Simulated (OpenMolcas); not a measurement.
# Multiconfigurational calculation on Si+

Input:

```
&GATEWAY
Coord
1

Si 0.0 0.0 0.0
Basis=ANO-L-VDZP
Group=XYZ
NoMove
AngMom=0.0 0.0 0.0
AMFI
&SEWARD
&RASSCF
FileOrb=start.orb
Symmetry=2
Spin=4
nActEl=3 0 0
Inactive=2 3
Ras2=1 3
CIRoot=1 1 1
SDav=1
CIMx=300
Iter=120 100
PrWF=0.3
OrbListing=Nothing
MaxOrb=0
Atom
>>> COPY $Project.JobIph JOBPRE
&RASSCF
FileOrb=start.orb
Symmetry=2
Spin=4
nActEl=3 0 0
Inactive=2 3
Ras2=2 6
CIRoot=1 1 1
SDav=26
CIMx=300
Iter=120 100
PrWF=0.3
OrbListing=Nothing
MaxOrb=0
Atom
>>> COPY $Project.JobIph JOB001
&RASSCF
FileOrb=start.orb
Symmetry=2
Spin=2
nActEl=3 0 0
Inactive=2 3
Ras2=2 6
CIRoot=6 6 1
SDav=94
CIMx=300
Iter=120 100
PrWF=0.3
OrbListing=Nothing
MaxOrb=0
Atom
>>> COPY $Project.JobIph JOB002
&RASSCF
FileOrb=start.orb
Symmetry=1
Spin=4
nActEl=3 0 0
Inactive=2 3
Ras2=2 6
CIRoot=3 3 1
SDav=30
CIMx=300
Iter=120 100
PrWF=0.3
OrbListing=Nothing
MaxOrb=0
Atom
>>> COPY $Project.JobIph JOB003
&RASSCF
FileOrb=start.orb
Symmetry=1
Spin=2
nActEl=3 0 0
Inactive=2 3
Ras2=2 6
CIRoot=7 7 1
SDav=74
CIMx=300
Iter=120 100
PrWF=0.3
OrbListing=Nothing
MaxOrb=0
Atom
>>> COPY $Project.JobIph JOB004
&RASSI
NrOfJobIphs=4 1 6 3 7
1
1 2 3 4 5 6
1 2 3
1 2 3 4 5 6 7
IphNames
JOB001
JOB002
JOB003
JOB004
EJob
SpinOrbit
DIPRint=1.0
SOCoupling=1000.0
Subsets=2
MEES
Property=10
'ANGMOM' 1 'ANGMOM' 2 'ANGMOM' 3 'MLTPL  1' 1 'MLTPL  1' 2 'MLTPL  1' 3
'AMFI' 1 'AMFI' 2 'AMFI' 3 'MLTPL  2' 6
SOProperty=3
'ANGMOM' 1 'ANGMOM' 2 'ANGMOM' 3
```

Launched by
```bash
OMP_NUM_THREADS=1 MOLCAS_MEM=2252 MOLCAS_PROJECT=a pymolcas a.inp > a.log  # once for each step of the input, in one work folder
```

A driver script runs the steps one by one and writes start.orb anew before each from the orbitals found so far.

Output, cut to the results:

```
--- SEWARD ---
Basis set label: SI.ANO-L...4S3P1D.

      Electronic valence basis set:
      ------------------
      Associated Effective Charge  14.000000 au
      Associated Actual Charge     14.000000 au
      Nuclear Model: Point charge

      Shell  nPrim  nBasis  Cartesian Spherical Contaminant
         s      17       4        X
         p      12       3        X
         d       5       1                 X
                  Atomic mean-field integrals
--- RASSCF ---
Wave function specifications:
      -----------------------------

      Number of closed shell electrons          10
      Number of electrons in active shells       3
      Max number of holes in RAS1 space          0
      Max nr of electrons in RAS3 space          0
      Number of inactive orbitals                5
      Number of active orbitals                  8
      Number of secondary orbitals               5
      Spin quantum number                      1.5
      State symmetry                             2
Orbital specifications:
      -----------------------

      Symmetry species                           1   2
                                                ag  au
      Frozen orbitals                            0   0
      Inactive orbitals                          2   3
      Active orbitals                            2   6
      RAS1 orbitals                              0   0
      RAS2 orbitals                              2   6
      RAS3 orbitals                              0   0
      Secondary orbitals                         5   0
      Deleted orbitals                           0   0
      Number of basis functions                  9   9
      Number of CSFs                            26
      Number of root(s) required                 1
      Iter CI   SX   CI       RASSCF       Energy    max ROT     max BLB   max BLB  Level Ln srch  Step   QN
          iter iter root      energy       change     param      element    value   shift minimum  type update
 Nr of preliminary CI iterations:   1
 ###############################################################################
 ###############################################################################
 ###                                                                         ###
 ###                                                                         ###
 ###    WARNING: Problems in orbital optimization.                           ###
 ###                                                                         ###
 ###                                                                         ###
 ###############################################################################
 ###############################################################################
  Warning: In symmetry  1, orbital p=   3 has diagonal density matrix element D(p,p) close to zero. D(p,p)=  8.971378E-51
  Warning: In symmetry  1, orbital p=   4 has diagonal density matrix element D(p,p) close to zero. D(p,p)=  8.971378E-51
        ...
 ###############################################################################
  Warning: In symmetry  1, orbital p=   3 has diagonal density matrix element D(p,p) close to zero. D(p,p)=  3.038191E-50
  Warning: In symmetry  1, orbital p=   4 has diagonal density matrix element D(p,p) close to zero. D(p,p)=  3.038191E-50
        4   1    1    1  -288.05761019   -5.68E-14   0.00E+00    2   3 1  2.60E-08   0.00   0.00    SX    NO
      Convergence after  4 iterations
        5   1    1    1  -288.05761019   -2.84E-13   0.00E+00    2   3 1  2.60E-08   0.00   0.00    SX    NO
      Natural orbitals and occupation numbers for root  1
      sym 1:   0.000000   0.000000
      sym 2:   0.999119   0.999119   0.999119   0.000881   0.000881   0.000881
::    RASSCF root number  1 Total energy:   -288.05761019
--- RASSCF ---
Wave function specifications:
      -----------------------------

      Number of closed shell electrons          10
      Number of electrons in active shells       3
      Max number of holes in RAS1 space          0
      Max nr of electrons in RAS3 space          0
      Number of inactive orbitals                5
      Number of active orbitals                  8
      Number of secondary orbitals               5
      Spin quantum number                      0.5
      State symmetry                             2
Orbital specifications:
      -----------------------

      Symmetry species                           1   2
...
--- RASSI ---
SPIN-FREE ENERGIES:
  (Shifted by EMIN (a.u.) =       -288.6012090412)

 SF State       Relative EMIN(au)   Rel lowest level(eV)    D:o, cm**(-1)      L_eff

     2             0.0000000000        0.0000000000              0.0000         1.0
     3             0.0000000000        0.0000000000              0.0000         1.0
     4             0.0000000000        0.0000000000              0.0000         1.0
     8             0.1683461455        4.5809319890          36947.7082         1.0
     9             0.1683461455        4.5809319890          36947.7082         1.0
    10             0.1683461455        4.5809319890          36947.7082         1.0
    11             0.2977346743        8.1017732216          65345.2079         2.0
    12             0.2977346743        8.1017732216          65345.2079         2.0
    13             0.2977346743        8.1017732216          65345.2079         2.0
    14             0.2977346743        8.1017732216          65345.2079         2.0
    15             0.2977346743        8.1017732216          65345.2079         2.0
    16             0.3490396466        9.4978526398          76605.3478         0.0
    17             0.3602430236        9.8027120583          79064.2048         0.0
     6             0.3709567696       10.0942479386          81415.6003         1.0
     7             0.3709567696       10.0942479386          81415.6003         1.0
     5             0.3709567696       10.0942479386          81415.6003         1.0
     1             0.5435988469       14.7920781857         119306.1565         0.0
     Dipole printing threshold changed to   1.00000000E+00

++ Dipole transition strengths (spin-free states):
   -----------------------------------------------
     for osc. strength at least  1.00000000E+00

  ( Max oscillator strength is only   0.29752919617685974      )
--
Eigenvalues of complex Hamiltonian:
   -----------------------------------
...
```

Levels above the lowest, from the spin-orbit matrix, grouped by J:

```csv
Configuration,Term,J,E (cm⁻¹),Measured (cm⁻¹),g,Term weight %
3s² 3p,²P°,1/2,0.0,0.0,0.666,100
3s² 3p,²P°,3/2,238,287,1.334,100
3s 3p²,⁴P,1/2,36957,42824,2.671,100
3s 3p²,⁴P,3/2,37047,42933,1.735,100
3s 3p²,⁴P,5/2,37195,43108,1.601,100
3s 3p²,²D,3/2,65489,55309,0.800,100
3s 3p²,²D,5/2,65515,55325,1.200,100
```

Against the 6 measured excited levels shown (NIST Handbook of Basic Atomic Spectroscopic Data) the mean absolute deviation is 6300 cm-1; the largest miss in energy is 3s 3p² ²D_5/2: computed 65515, measured 55325 cm⁻¹ (+18.4 %).

Without dynamic correlation excited terms often stand tens of per cent too high (terms of higher spin than the ground term too low), and those without a measured partner can miss by more than the paired ones. The run also gave levels led by 3s² 4p, 3s² 4s, which use shells meant for correlation; these and all levels above them are left out. Terms of s pⁿ other than that of highest spin mix with s² pⁿ⁻² d, which this space lacks; all of them can be thousands of cm-1 off, and some have no real level of that name. Measured partners are found by configuration, term and J. A level has none where our copy of the source lacks it or the pairing is in doubt (some pairs that miss far off the trend of their configuration count as doubtful), and it then counts in no deviation. Levels of configurations outside the active space are missing. The first state left out of the spin-orbit step lies near 92000 cm-1 above the lowest spin-free state of the reference (among the parities and spins computed), and the list stops at four fifths of that energy or lower.

The RASSCF and RASSI steps took 14 s on 1 thread of Arm Neoverse V2, with other jobs on the host; the integral step is not counted.

The term weight is that of the spin-free term in the level, not the purity of its configuration. ° marks odd parity.
